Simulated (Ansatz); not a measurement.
C2H3B (SMILES BC#C) moved off its minimum; all values from Ansatz (a quantum-chemistry and plane-wave program), cores frozen in correlated methods.
(charge 0, multiplicity 1)
```xyz
6

B     -1.02000    -0.07583    -0.74819
C      0.16423    -0.04294     0.02836
C      1.14132     0.06989     0.77875
H      2.02581     0.06072     1.37504
H     -1.92822     0.95470    -0.83720
H     -1.54623    -0.96101    -1.45900
```

```tsv
level	largest force (eV/Å)	on atom	rms difference from CCSD(T)/cc-pVTZ (eV/Å)	dipole (D)
HF/def2-TZVPP	7.94	C2	1.103	1.71
PBE/def2-TZVPP	5.67	B1	0.331	1.64
r2SCAN/def2-TZVPP	5.85	B1	0.268	1.65
B3LYP/def2-TZVPP	6.03	B1	0.299	1.66
wB97M-V/def2-TZVPP	6.43	B1	0.428	1.69
MP2/cc-pVTZ	6.86	B1	0.060	1.71
CCSD(T)/cc-pVTZ	6.73	B1	0.000	1.70
```

The differences count from one level among others, with limits of its own. Forces at CCSD(T)/cc-pVTZ (eV/Å):

```tsv
atom	Fx	Fy	Fz
B1	-5.886	1.224	-3.017
C2	3.590	0.227	2.549
C3	-0.890	-0.299	-0.892
H4	-0.057	0.073	0.032
H5	2.080	-1.586	0.509
H6	1.163	0.361	0.818
```
